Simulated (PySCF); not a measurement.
A side-by-side comparison of computed properties.

First species: C5H4N2.
SMILES: `CC=C(C#N)C#N`

Second species: C₇H₇F.
SMILES: `C#CC#C[C@H](F)CC`

Levels: PBE0/def2-SVPD for dipole moment, HOMO energy, LUMO energy, HOMO–LUMO gap, static isotropic polarisability and electronic spatial extent ⟨r²⟩ about the centre of nuclear charge; TDDFT PBE0/def2-SVPD for lowest singlet excitation; TDA PBE0/def2-SVPD for lowest triplet excitation (Tamm–Dancoff); GFN2-xTB for rotational constant A and rotational constant C. Geometries: GFN2-xTB. Each structure is a single optimised conformer of the isolated species, non-relativistic unless stated; the electronic structure was computed with PySCF and density fitting.

The conformers computed, where there is a choice (atom-mapped SMILES and torsion angles):
- `[CH:1]#[C:2][C:3]#[C:4][C@H:5]([F:6])[CH2:7][CH3:8]`: C4–C5–C7–C8 -175°

```json
{"property": "dipole moment", "column X": "1.88 D", "column Y": "5.47 D"}
{"property": "HOMO energy", "column X": "-7.48 eV", "column Y": "-8.57 eV"}
{"property": "LUMO energy", "column X": "-1.11 eV", "column Y": "-2.60 eV"}
{"property": "HOMO–LUMO gap", "column X": "6.37 eV", "column Y": "5.97 eV"}
{"property": "lowest singlet excitation", "column X": "4.54 eV", "column Y": "5.67 eV"}
{"property": "lowest triplet excitation (Tamm–Dancoff)", "column X": "3.74 eV", "column Y": "3.30 eV"}
{"property": "static isotropic polarisability", "column X": "90.6 au", "column Y": "68.6 au"}
{"property": "electronic spatial extent ⟨r²⟩ about the centre of nuclear charge", "column X": "1510 bohr²", "column Y": "791 bohr²"}
{"property": "rotational constant A", "column X": "6.447 GHz", "column Y": "3.662 GHz"}
{"property": "rotational constant C", "column X": "0.722 GHz", "column Y": "1.419 GHz"}
```

(1) Which column belongs to which species?

(2) How does each property change from the first species to the second?

## Answers

(1) Column X is the second species and column Y the first. The first has 11 atoms and 48 electrons, the second 15 and 58.

(2) dipole moment -3.59 D; HOMO energy +1.09 eV; LUMO energy +1.49 eV; HOMO–LUMO gap +0.40 eV; lowest singlet excitation -1.13 eV; lowest triplet excitation (Tamm–Dancoff) +0.44 eV; static isotropic polarisability +22.0 au; electronic spatial extent ⟨r²⟩ about the centre of nuclear charge +719 bohr²; rotational constant A +2.785 GHz; rotational constant C -0.697 GHz.

On the first: The principal polarisabilities are 43.1, 73.8 and 88.8 au; their mean is the isotropic value.

On the second: The principal polarisabilities are 58.8, 62.0 and 151.0 au; their mean is the isotropic value.
